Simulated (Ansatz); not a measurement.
C3H6BFO2 (`CB(F)OC(C)=O`), relaxed with RKS PBE0-D4/def2-TZVP in the Gaussian-basis code of Ansatz from a GFN2-xTB geometry. The force threshold is 0.005 eV/Å; the program also tests the step.

Total charge 0; spin multiplicity 1.

Start:

```xyz
13

C    -0.028    1.051    1.968
B    -0.894    0.024    1.146
F    -2.010   -0.484    1.658
O    -0.643   -0.470   -0.104
C     0.369   -0.133   -0.936
C     0.372   -1.005   -2.158
O     1.143    0.751   -0.710
H    -0.403    1.180    2.978
H    -0.021    2.023    1.479
H     1.014    0.741    2.019
H    -0.617   -1.005   -2.610
H     0.603   -2.026   -1.862
H     1.115   -0.649   -2.866
```

| step | energy (eV) | largest force (eV/Å) | largest move (Å) |
| --- | --- | --- | --- |
| 1 | -10692.5803 | 0.723 | 0.000 |
| 2 | -10692.5945 | 0.332 | 0.024 |
| 3 | -10692.5967 | 0.122 | 0.020 |
| 4 | -10692.5981 | 0.056 | 0.013 |
| 5 | -10692.5984 | 0.020 | 0.004 |
| 6 | -10692.5984 | 0.076 | 0.022 |
| 7 | -10692.5989 | 0.028 | 0.012 |
| 8 | -10692.5999 | 0.018 | 0.053 |
| 9 (rejected) | -10692.5959 | 0.654 | 0.197 |
| 10 | -10692.6005 | 0.074 | 0.051 |
| 11 | -10692.6012 | 0.138 | 0.098 |
| 12 (rejected) | -10692.5981 | 0.359 | 0.056 |
| 13 | -10692.6023 | 0.022 | 0.028 |
| 14 | -10692.6029 | 0.067 | 0.052 |
| 15 | -10692.6032 | 0.083 | 0.055 |
| 16 | -10692.6034 | 0.088 | 0.013 |
| 17 | -10692.6038 | 0.045 | 0.022 |
| 18 | -10692.6040 | 0.034 | 0.029 |
| 19 (rejected) | -10692.6040 | 0.060 | 0.022 |
| 20 | -10692.6041 | 0.020 | 0.011 |
| 21 | -10692.6041 | 0.024 | 0.013 |
| 22 | -10692.6041 | 0.021 | 0.008 |
| 23 | -10692.6042 | 0.013 | 0.010 |
| 24 | -10692.6042 | 0.013 | 0.003 |
| 25 | -10692.6042 | 0.005 | 0.003 |

End:

```xyz
13

C     0.045    0.935    1.954
B    -0.963    0.108    1.110
F    -2.148   -0.224    1.607
O    -0.768   -0.386   -0.164
C     0.236   -0.015   -1.005
C     0.445   -1.038   -2.073
O     0.832    1.015   -0.897
H    -0.172    0.850    3.020
H    -0.041    1.990    1.674
H     1.083    0.662    1.761
H    -0.488   -1.189   -2.620
H     0.708   -1.995   -1.618
H     1.231   -0.713   -2.749
```

Hardware: 2 threads of an AMD EPYC 7R13 on a shared host and a share of an NVIDIA H100 80 GB. Wall time 41 s, peak host memory 0.92 GiB.
